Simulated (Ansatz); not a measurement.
Method: frozen-core CCSD(T)/def2-TZVPP // BP86-D3(BJ)/def2-SVP (Ansatz, a program for electronic structure).

Ansatz 0.2 input:
```yaml
crystal:
  periodic: [false, false, false]
  atoms:
    - { symbol: Ti, position_ang: [0.031734, 0.116302, -0.044803] }
    - { symbol: N, position_ang: [-0.316761, 1.433503, 1.191923] }
    - { symbol: H, position_ang: [-1.193943, 1.970392, 1.247903] }
    - { symbol: H, position_ang: [0.337092, 1.730983, 1.930032] }
    - { symbol: H, position_ang: [1.728967, 0.00268, -0.307811] }
    - { symbol: H, position_ang: [-0.511917, -1.289561, 0.765693] }
    - { symbol: H, position_ang: [-0.917045, 0.371975, -1.458193] }
basis:
  gaussian: { orbitals: def2-TZVPP }
correlation:
  method: ccsd_t
```

Output:

```
Functional definition: HF
1006 factors; integrals over basis functions are off by at most 1.1e-3 eV
mean field evaluation 1: about -24640.7215 eV, gradient 4.8e1 eV
mean field evaluation 2: about -24640.8051 eV, gradient 4.8e1 eV
mean field evaluation 4: about -24645.9734 eV, gradient 4.5e0 eV
mean field evaluation 8: about -24646.0739 eV, gradient 5.6e-1 eV
mean field evaluation 16: about -24640.7198 eV, gradient 4.8e1 eV
mean field -24646.07612994 eV, -905.7265920650 hartree, gradient 9.6e-6 eV, S^2 0.000000; 0 other end points of the search recorded, 0 dependent functions left out
6 core orbitals not correlated
reference -24646.07612994 eV, -905.7265920650 hartree; 11, 11 occupied and 148, 148 virtual orbitals, 1006 factors
second order -17.96299091 eV of doubles, -0.00000000 eV of singles
cycle   1  -17.82227963 eV  change    1.4e-1 eV  update   1.9e-1
cycle   2  -18.52800880 eV  change   -7.1e-1 eV  update   9.8e-2
cycle   3  -18.74871947 eV  change   -2.2e-1 eV  update   4.5e-2
cycle   4  -18.75828398 eV  change   -9.6e-3 eV  update   1.7e-2
cycle   5  -18.73276685 eV  change    2.6e-2 eV  update   7.2e-3
cycle   6  -18.73468148 eV  change   -1.9e-3 eV  update   2.9e-3
cycle   7  -18.73498207 eV  change   -3.0e-4 eV  update   1.2e-3
cycle   8  -18.73493902 eV  change    4.3e-5 eV  update   5.5e-4
cycle   9  -18.73526047 eV  change   -3.2e-4 eV  update   3.4e-4
cycle  10  -18.73522610 eV  change    3.4e-5 eV  update   1.4e-4
cycle  11  -18.73512676 eV  change    9.9e-5 eV  update   7.1e-5
cycle  12  -18.73516693 eV  change   -4.0e-5 eV  update   3.8e-5
cycle  13  -18.73514194 eV  change    2.5e-5 eV  update   2.5e-5
cycle  14  -18.73515996 eV  change   -1.8e-5 eV  update   1.1e-5
cycle  15  -18.73517885 eV  change   -1.9e-5 eV  update   4.6e-6
perturbative correction -0.95339740 eV, -0.0350367082 hartree
Total energy: -24665.76470619 eV, -906.4501338967 hartree
```

Cost: very roughly 70 core-seconds.
